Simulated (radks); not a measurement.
Removal energies from the cerium ion Ce6+, [Kr] 4d10 5s2 5p4, by Delta-SCF beside the eigenvalue of the level emptied. All-electron calculation, scalar-relativistic Kohn-Sham, PBEsol, spin-polarised, spherical densities, finite nucleus; Fermi nuclear charge, rms radius of each element as measured or else 0.836 A^(1/3) + 0.57 fm. Program: a radial shooting solver on a logarithmic mesh with Libxc functionals. Open shells are filled with parallel spins first.

| removed from | final configuration | Delta-SCF (eV) | -eigenvalue (eV) |
|---|---|---|---|
| 5p | [Kr] 4d10 5s2 5p3 | 92.344 | 85.843 |
| 5s | [Kr] 4d10 5s1 5p4 | 113.14 | 105.95 |
| 4d | [Kr] 4d9 5s2 5p4 | 198.37 | 185.83 |
| 4p | [Ar] 3d10 4s2 4p5 4d10 5s2 5p4 | 300.27 | 287.04 |
